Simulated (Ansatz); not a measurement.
`[CH3][Al]([F])[NH][SiH3]`, charge 0, multiplicity 1.

Q: Give a relaxed structure at PBE0-D4/def2-TZVP (Ansatz). (An estimate is asked.)

A: Computed: 
Z-matrix (Å, degrees):
```
C
Al 1 1.933
H 1 1.092 2 112.2
H 1 1.094 2 110.7 3 120.8
H 1 1.094 2 110.8 3 -120.9
F 2 1.655 1 120.1 3 179.2
N 2 1.777 1 125.2 3 -0.8
Si 7 1.724 2 130.6 1 0.0
H 7 1.013 2 115.1 1 -179.8
H 8 1.490 7 112.3 2 119.9
H 8 1.487 7 107.5 2 0.4
H 8 1.490 7 112.4 2 -119.1
```
Point group Cs.
This is one stationary point; other conformers may exist.
